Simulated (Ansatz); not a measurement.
A structure relaxed at PBE0-D4/def2-TZVP, charge 0, multiplicity 1:

```xyz
6

Br    0.977   -0.001   -2.080
C     0.048    0.422   -0.516
Br   -0.738    2.117   -0.505
C    -0.048   -0.422    0.516
Br    0.738   -2.117    0.505
Br   -0.977    0.001    2.080
```

**Question.** Give its formula and SMILES.

**Answer.** C2Br4, `BrC(Br)=C(Br)Br`.

**Question.** Point group (tolerance 0.08 Å, 0.16 Å for H)?

**Answer.** D2h.

**Question.** Summarise the bond lengths by kind.

**Answer.** 4 × Br–C 1.868 Å; 1 × C–C 1.336 Å.

All numbers were calculated with Ansatz.
